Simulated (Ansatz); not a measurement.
WS₂⁺. Total charge 1; doublet. Geometry PBE-D4/def2-TZVP; atoms count from 1.

```xyz
3

W    -0.305    0.635   -0.483
S    -1.393   -0.745    0.656
S     1.698    0.110   -0.173
```

In the def2 sets W takes a core potential; there is no spin–orbit coupling. The charge 1 doublet is spin-contaminated (final ⟨S²⟩ up to 0.84, 0.75 for a pure state). The structure comes from a short search, and lower isomers may exist.

Estimate the Mulliken populations from the PBE0/def2-TZVP orbitals of Ansatz.


```tsv
atom	charge (e)	spin (α − β)	d electrons
W1	0.95	1.56	4.19
S2	0.03	-0.28	–
S3	0.03	-0.28	–
```
Mulliken values and Mayer orders depend strongly on the basis.

Where does the spin sit?

Summed by element: W 1.56, S -0.56, of 1 unpaired in all. Largest on single atoms: W1 1.56, S2 -0.28, S3 -0.28.

And the Mayer bond orders between bonded heavy atoms (over 0.3)?

W1–S2 2.44 (2.09 Å); W1–S3 2.44 (2.09 Å).
